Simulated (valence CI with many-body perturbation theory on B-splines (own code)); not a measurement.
The numbers below are computed, except where a source is named.
## W⁴²⁺: what each term of the Hamiltonian does

Level of theory: valence CI with perturbative core correlation (CI+MBPT): four valence electrons over a frozen Dirac-Fock core [Ar] 3d10, radial functions for each j: 11 s, 11 p, 9 d, 7 f, 5 g, 2 h, 1 i, with the one-electron correlation potential Σ1 (screened to all orders), the two-electron term Σ2, the three-electron term Σ3, Breit, model QED; selected single and double excitations, second order for the rest (own B-spline code, finite nucleus).

The last digits are not significant, and no measured levels were compared; by estimate large intervals hold to a few tenths of a per cent, small ones and those within an open d or f shell to about a per cent.

Each rung adds one term. CI alone is the Dirac-Coulomb CI over the frozen core; QED comes last and gives the full result, which names the levels. Energies are above (4s^2 4p1/2^2) J=0 on the same rung, in × 10³ cm⁻¹.

Levels are named by their leading jj configuration (3d3/2^4 stands for four electrons in 3d with j = 3/2), which in mixed levels can hold well under half, so a name can repeat and another be missing. Letters in brackets count levels of one name in rising energy.

```
                     Level  CI alone    + Σ1    + Σ2    + Σ3  + Breit    Full
    (4s^2 4p1/2 4p3/2) J=1    742.65  744.73  746.43  746.54   737.57  738.49
    (4s^2 4p1/2 4p3/2) J=2    778.14  780.23  781.42  781.47   772.13  773.04
    (4s 4p1/2^2 4p3/2) J=2    1520.2  1521.5  1524.0  1524.3   1522.6  1513.6
        (4s^2 4p3/2^2) J=2    1547.0  1551.2  1553.8  1553.9   1535.9  1537.7
        (4s^2 4p3/2^2) J=0    1622.7  1626.9  1628.4  1628.4   1610.8  1612.5
    (4s 4p1/2^2 4p3/2) J=1    1643.1  1644.3  1642.3  1642.4   1640.7  1631.9
    (4s^2 4p1/2 4d3/2) J=2    1985.5  1985.8  1986.5  1986.8   1974.6  1973.5
    (4s^2 4p1/2 4d3/2) J=1    2140.2  2140.6  2133.0  2133.0   2121.5  2120.0
(4s 4p1/2 4p3/2^2) J=2 [a]    2169.1  2171.3  2174.7  2175.1   2162.0  2157.7
    (4s^2 4p1/2 4d5/2) J=3    2207.6  2209.2  2209.7  2210.0   2194.9  2192.7
(4s 4p1/2 4p3/2^2) J=2 [b]    2304.0  2306.1  2303.4  2303.5   2290.9  2286.3
    (4s 4p1/2 4p3/2^2) J=3    2338.4  2341.1  2341.2  2341.4   2329.2  2322.8
    (4s 4p1/2 4p3/2^2) J=0    2360.1  2363.3  2365.9  2366.1   2356.0  2348.0
(4s 4p1/2 4p3/2^2) J=1 [a]    2419.3  2422.5  2422.1  2422.2   2411.6  2403.7
(4s 4p1/2 4p3/2^2) J=2 [c]    2443.5  2446.7  2443.7  2443.8   2432.7  2425.1
(4s 4p1/2 4p3/2^2) J=1 [b]    2457.4  2460.7  2455.5  2455.6   2445.4  2437.3
    (4s 4p1/2^2 4d3/2) J=1    2773.1  2772.5  2773.4  2773.9   2769.7  2758.7
    (4s 4p1/2^2 4d3/2) J=2    2800.1  2799.5  2800.2  2800.6   2796.0  2785.0
    (4s^2 4p3/2 4d3/2) J=2    2864.9  2867.3  2861.9  2862.1   2841.6  2840.9
    (4s^2 4p3/2 4d3/2) J=1    2874.3  2876.8  2872.4  2872.6   2852.0  2851.4
    (4s^2 4p3/2 4d3/2) J=0    2880.1  2882.5  2878.0  2878.1   2857.9  2857.5
    (4s^2 4p3/2 4d3/2) J=3    2883.6  2886.0  2881.7  2881.8   2860.3  2860.2
    (4s^2 4p3/2 4d5/2) J=4    2944.7  2947.9  2949.5  2949.9   2924.9  2925.2
    (4s^2 4p3/2 4d5/2) J=2    2948.9  2952.5  2955.1  2955.5   2931.9  2930.7
    (4s 4p1/2^2 4d5/2) J=3    2992.8  2993.0  2991.4  2991.9   2983.4  2972.9
    (4s 4p1/2^2 4d5/2) J=2    3042.7  3043.2  3041.5  3041.7   3034.4  3022.9
    (4s^2 4p3/2 4d5/2) J=3    3102.8  3105.9  3098.7  3098.6   3074.2  3074.3
    (4s^2 4p3/2 4d5/2) J=1    3110.7  3114.0  3110.0  3109.9   3086.2  3085.8
          (4s 4p3/2^3) J=2    3192.9  3197.7  3194.5  3194.5   3174.5  3168.6
     (4p1/2^2 4p3/2^2) J=2    3238.1  3240.1  3235.7  3235.9   3231.6  3215.3
     (4p1/2^2 4p3/2^2) J=0    3278.2  3280.6  3277.3  3277.5   3274.1  3256.8
```

(1) How does the ionisation energy move along the ladder, and which term matters most?

## Answers

(1) CI alone 2147.8, + Σ1 2149.6, + Σ2 2149.8, + Σ3 2149.7, + Breit 2147.0, + QED 2147.0 eV. The largest step is Breit, -2.7 eV. NIST lists 2149.1 ± 2.1 eV (semi-empirical).
